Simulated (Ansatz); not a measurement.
Frontier orbitals of `[OH][Ga]([F])[CH2]Br`.

Charge 0, multiplicity 1. Correlated methods include outer-core shells of Br, Ga, which these sets cover unevenly. Scalar relativity is left out up to krypton. Geometry: relaxed with PBE0-D4/def2-TZVP. It is one conformer, not always the lowest. Basis def2-TZVPP, Ansatz 0.2.0.

| functional | HOMO (eV) | LUMO (eV) | gap (eV) |
| --- | --- | --- | --- |
| LDA (SPW92) | -7.07 | -2.31 | 4.76 |
| PBE | -6.86 | -2.06 | 4.80 |
| r2SCAN | -7.15 | -1.79 | 5.36 |
| PBE0 | -8.14 | -1.12 | 7.02 |
| r2SCANh | -7.63 | -1.45 | 6.18 |
| HSE06 (plane-wave form) | -7.74 | -1.50 | 6.24 |
| BHLYP | -9.29 | -0.29 | 9.00 |
| ωB97M-V | -10.35 | 0.72 | 11.07 |
| HF | -11.04 | 2.05 | 13.09 |

From PBE to PBE0 the HOMO moves by −1.28 eV and the LUMO by +0.94 eV, and with ωB97M-V by −3.49 and +2.77 eV, so the gap grows from 4.81 to 11.07 eV with exact exchange. A positive LUMO is unbound and depends on the basis.
